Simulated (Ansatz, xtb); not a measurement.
## Ligand exchange: C3H5F + SiH3(SiH3) → C3H8Si + SiH3F

Species: C3H5F (allyl fluoride) `C=CCF`, singlet; SiH3(SiH3) (disilane), singlet; C3H8Si (prop-2-enylsilane) `C=CC[SiH3]`, singlet; SiH3F `F[SiH3]`, singlet. The partners trade F for SiH3: C–F and Si–SiH3 bonds give way to C–SiH3 and Si–F.

Shapes, held fixed at every level: PBE0-D4/def2-TZVP. Flexible molecules stand in one conformer, not always the lowest. Programs: Ansatz 0.2.0, xtb 6.7.1. Electronic energies: no zero-point or thermal term.

| level | kind | ΔE (kJ/mol) | less CCSD(T)/CBS estimate | CPU time (sum over the molecules) |
| --- | --- | --- | --- | --- |
| GFN2-xTB | semi-empirical | -216.2 | -13.4 | 0.095 s |
| B3LYP-D4/def2-TZVPP | global hybrid | -190.3 | +12.5 | 18 s |
| PBE0-D4/def2-TZVPP | global hybrid | -180.0 | +22.8 | 13 s |
| wB97M-V/def2-TZVPP | range-separated hybrid | -199.1 | +3.7 | 43 s |
| wB97X-V/def2-TZVPP | range-separated hybrid | -188.9 | +13.9 | 32 s |
| B2PLYP/def2-TZVPP | double hybrid | -197.6 | +5.2 | 21 s |
| CCSD(T)/def2-TZVPP | coupled cluster or CI | -197.9 | +4.9 | 5.6 min |
| CCSD(T)/CBS estimate | coupled cluster or CI | -202.8 | 0.0 | 7.3 min |

The highest level, CCSD(T)/CBS estimate, gives ΔE = -202.8 kJ/mol; the levels span -216.2 to -180.0. The column of differences is taken from that level and isn't an error. No measured value is set beside it here. The CBS estimate extrapolates MP2 from def2-TZVPP and def2-QZVPP and adds CCSD(T) − MP2 in the triple-zeta set, cores frozen. Times are processor times on shared x86 and Arm servers, and rough.
